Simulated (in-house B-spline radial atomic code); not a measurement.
**RPA and G0W0 on r2SCAN0: Ni5+**

Configuration [Ar] 3d5, highest spin, mean-field start r2SCAN0. Computed with a B-spline radial code for spherical atoms: all electrons, non-relativistic, point nucleus, each spin shell either full or empty, empty states to l = 9 with an (l + 1/2)⁻⁴ tail; G0W0 by contour deformation at full frequency.

Command:
```bash
python run_gw.py task.json out
```
Settings (radii: box in bohr, nucleus in fm):
```
Z                        28
electrons                23
configuration            [Ar] 3d5
hamiltonian              nr
method                   r2scan0
lmax                     9
spin_polarised           True
box_radius               10.43
intervals                49
```

Cost of the run: 1 s on 1 thread of Intel(R) Xeon(R) 6975P-C (Granite Rapids), with other jobs on the host.

Energies (hartree):

```tsv
term	value
mean-field total	-1501.16762
Hartree-Fock functional on these orbitals	-1500.13560
direct second order	-1.6997
second-order exchange	0.55606
SOSEX correction	0.51877
```

Question: What is the RPA correlation energy, and what remains with SOSEX?

Answer: RPA gives -1.5237 hartree (-1.8 eV per electron); RPA + SOSEX gives -1.005, and the second-order doubles -1.1437 hartree (no singles). SOSEX takes back 34 % of the RPA value.

Quasi-particle levels (eV):

```json
{"level": "3d up", "occupied": "yes", "mean field": "-99.92", "Σx - vxc": "-9.84", "Σc": "?", "QP weight": "?", "G0W0": "?"}
{"level": "3p down", "occupied": "yes", "mean field": "-156.52", "Σx - vxc": "-8.65", "Σc": "0.38", "QP weight": "0.958", "G0W0": "-164.79"}
{"level": "3d down", "occupied": "no", "mean field": "-83.34", "Σx - vxc": "11.89", "Σc": "-5.14", "QP weight": "0.966", "G0W0": "-76.59"}
```

G0W0 = mean field + (Σx - vxc) + Σc, with Σc (partial-wave tail included) taken at the quasi-particle energy. Only the outer levels were computed. Levels of low weight are left out.

Question: Where does G0W0 put 3d up?

Answer: At -108.43 eV, with Σc = 1.33 eV and a quasi-particle weight of 0.963. The tabulated removal energy is 108 ± 1 eV (NIST, semi-empirical); the calculation leaves out relativity, Breit and QED terms, and what these don't explain is the method's own error.
